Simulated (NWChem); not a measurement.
# Correlation energy of tin monoxide (OSn)

```
Sn
O 1 1.8384
```
Charge 0, spin multiplicity 1.

All runs are NWChem calculations. The geometry was optimised at PBE0/def2-SVP with def2 effective core potentials on Sn, a minimum by its harmonic frequencies.

Basis set: def2-TZVP. Each correlation energy counts from its own Hartree-Fock reference.

Effective core potentials replace the inner electrons of Sn; spin-orbit coupling is left out. The correlated methods keep 5 core orbitals frozen. Coupled-cluster values serve here as a point of comparison, not as the truth.

**Question.** Order these methods by the correlation energy they give, lowest first: CCSD, SCS-MP2, CCSD(T), CCSD+T(CCSD), CR-CCSD[T].

**Answer.** CCSD+T(CCSD) (-576.1 mHa), CCSD(T) (-568.7 mHa), CR-CCSD[T] (-566.8 mHa), CCSD (-541.0 mHa), SCS-MP2 (-527.5 mHa)
